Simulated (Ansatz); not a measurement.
Basis-set extrapolation for F6Si2, SMILES `F[Si](F)(F)[Si](F)(F)F` (PBE0-D4/def2-TZVP geometry, frozen core, the Gaussian-basis code of Ansatz). Multiplicity 1, RHF reference.

```json
{"": "HF", "def2-TZVPP": "-1175.234146", "def2-QZVPP": "-1175.282883"}
{"": "MP2 correlation", "def2-TZVPP": "-1.703244", "def2-QZVPP": "-1.869188"}
{"": "CCSD(T) correlation", "def2-TZVPP": "-1.758472", "def2-QZVPP": "not run"}
```

Energies in hartree. Use E(X) = E(∞) + A·exp(−7.88·√X) for Hartree–Fock and E(X) = E(∞) + B·X^(−2.97) for correlation, with X = 3 and 4, and add CCSD(T) minus MP2 of the smaller set to the MP2 limit.

Task: What is the CCSD(T) energy at the basis-set limit?

Result: HF limit: -1175.282883 + (-0.048737) × 0.13774 = -1175.28960. MP2 limit: -1.869188 + (-0.165944) × 0.74074 = -1.99211. Higher-order term: -1.758472 − (-1.703244) = -0.05523. Total: -1177.33694 hartree, 904.0 kJ/mol below CCSD(T)/def2-TZVPP.
